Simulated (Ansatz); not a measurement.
The cluster Mg3O3⁺, relaxed as a doublet with UKS r2SCAN-D4/def2-SVP in Ansatz, starting from the GFN2-xTB geometry. Force threshold 0.02 eV/Å.

The structure holds 2 bond(s) between oxygen atoms. The relaxation made no stability test and no search for a lower SCF solution. Another isomer (doublet) lies 4.10 eV lower at PBE0-D4/def2-TZVP; other spin states weren't run for this one.

Start:

Cartesian coordinates in Å:
```
Mg -0.689 -1.323 -0.360
Mg -1.043 1.665 -0.104
Mg 1.834 -1.090 -0.244
O 0.393 0.351 0.576
O 0.403 0.377 -0.830
O -0.898 0.021 0.961
```

Question: Estimate the energy that the relaxation releases and the steps that it takes.

Answer: 1.26 eV, in 13 steps; 30 s on 4 threads of AMD EPYC 7B13 on a shared host. The force fell under the threshold at step 12, but the optimiser went on. No frequencies were taken in this run, so the end may be a saddle point.

Question: Does the start keep its bonding?

Answer: Bonds lost: Mg1–O5 (atoms count from 1). Metal–metal contacts that move far: Mg1–Mg2 3.02 to 3.89 Å.

Question: Predict the relaxed structure.

Answer: 
Cartesian coordinates in Å:
```
Mg -0.7433 -1.9353 0.1653
Mg -0.9158 1.9188 -0.3339
Mg 1.6391 -0.9721 -0.8317
O 0.2799 0.1890 0.8500
O 0.8757 0.8066 -0.3462
O -1.1356 -0.0069 0.4964
```
Bond lengths (bridged metal pairs left out): 7 × Mg–O 2.00 to 2.46 Å; 2 × O–O 1.47 Å.
